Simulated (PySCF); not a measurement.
C2H10O2Si2. Atoms are numbered in the order given.

```xyz
16

C      2.2336    -0.4218     1.4912
O      0.9581    -0.0213     1.0437
Si     0.6333     0.6330    -0.4540
O      1.0760    -0.4066    -1.6805
C     -1.2069     0.9386    -0.4276
Si    -2.1953    -0.5454     0.1987
H      2.9340     0.4324     1.5502
H      2.6802    -1.1832     0.8262
H      2.1366    -0.8549     2.4989
H      1.4584     1.8448    -0.6909
H      0.5968    -1.2433    -1.7269
H     -1.4310     1.8086     0.2135
H     -1.5389     1.1935    -1.4487
H     -2.0997    -0.6805     1.6771
H     -3.6349    -0.4258    -0.1808
H     -1.6665    -1.7965    -0.4309
```

Geometry: B3LYP-D3(BJ)/def2-SVP. The structure was generated by enumeration; whether it is a known compound was not checked. One conformer was computed; it need not be the lowest.

The numbers are results of PySCF with PBE/pcSseg-1, not measurements.

GIAO shieldings, no solvent; atoms listed in one row are averaged. δ = σ(ref) − σ: ¹³C against TMS (σ = 182.0 ppm); ¹⁷O against H2O (σ = 334.3 ppm); ²⁹Si against TMS (σ = 335.4 ppm); ¹H against TMS (σ = 31.49 ppm), references at their B3LYP-D3(BJ)/def2-TZVP geometries, non-relativistic.

Question: Estimate the chemical shifts. (An estimate is asked for; the answer gives what the named calculation found.)

Answer: 
| nucleus | atoms | count | δ (ppm) |
|---|---|---|---|
| ¹³C | C1 | 1 | 56.5 |
| ¹³C | C5 | 1 | -4.6 |
| ¹⁷O | O2 | 1 | 63.2 |
| ¹⁷O | O4 | 1 | 61.0 |
| ²⁹Si | Si3 | 1 | -11.5 |
| ²⁹Si | Si6 | 1 | -77.1 |
| ¹H | H10 | 1 | 5.31 |
| ¹H | H14, H15, H16 | 3 | 4.19 |
| ¹H | H7, H8, H9 | 3 | 4.09 |
| ¹H | H11 | 1 | 1.96 |
| ¹H | H12 | 1 | 0.31 |
| ¹H | H13 | 1 | 0.02 |
